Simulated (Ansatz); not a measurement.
A single point on `[CH2]B(C)F` radical.

```yaml
crystal:
  periodic: [false, false, false]
  atoms:
    - {symbol: C, position_ang: [-0.604479, 1.145499, -0.833749]}
    - {symbol: B, position_ang: [0.201742, -0.115374, -0.492177]}
    - {symbol: C, position_ang: [0.324116, -0.765418, 0.923930]}
    - {symbol: F, position_ang: [0.859077, -0.705397, -1.502308]}
    - {symbol: H, position_ang: [-0.647960, 1.550309, -1.840976]}
    - {symbol: H, position_ang: [-1.171313, 1.698053, -0.091209]}
    - {symbol: H, position_ang: [-0.250231, -0.253848, 1.697020]}
    - {symbol: H, position_ang: [1.374865, -0.788019, 1.234420]}
    - {symbol: H, position_ang: [0.002781, -1.812107, 0.887951]}
basis:
  gaussian: {orbitals: def2-QZVPP}
magnetization: {spin_polarized: true, initial_magnetization: 1}
correlation: {method: mp2}
scf: {omitted_lower_state_checks: [cluster_reference]}
```

```sh
$ ansatz run in.yaml --threads 4 --pin off --events-out ev --progress --plain --max-ram 10444MiB
```

Output, abridged:

```
Functional definition: HF
2261 factors; integrals over basis functions are off by at most 8.9e-4 eV
mean field evaluation 1: about -5518.2107 eV, gradient 2.5e1 eV
mean field evaluation 2: about -5518.2115 eV, gradient 2.5e1 eV
mean field evaluation 4: about -5521.2689 eV, gradient 2.8e0 eV
mean field evaluation 8: about -5521.3224 eV, gradient 1.4e-1 eV
mean field -5521.32279836 eV, -202.9048703526 hartree, gradient 2.0e-6 eV, S^2 0.758749; 0 other end points of the search recorded, 0 dependent functions left out
4 core orbitals not correlated: weight in the atoms' cores, before any rotation towards them, 1.000 or more for the frozen orbitals, at most 0.000 for the correlated occupied ones
reference -5521.32279836 eV, -202.9048703526 hartree; 12, 11 occupied and 362, 363 virtual orbitals, 2261 factors
second order -19.41355691 eV of doubles, -0.00000000 eV of singles
Total energy: -5540.73635527 eV, -203.6183054101 hartree
Checks for a lower state left out: cluster_reference
```

Run time 9 s (4 threads of an Arm Neoverse V2 on a shared host); peak host memory 1.7 GiB.
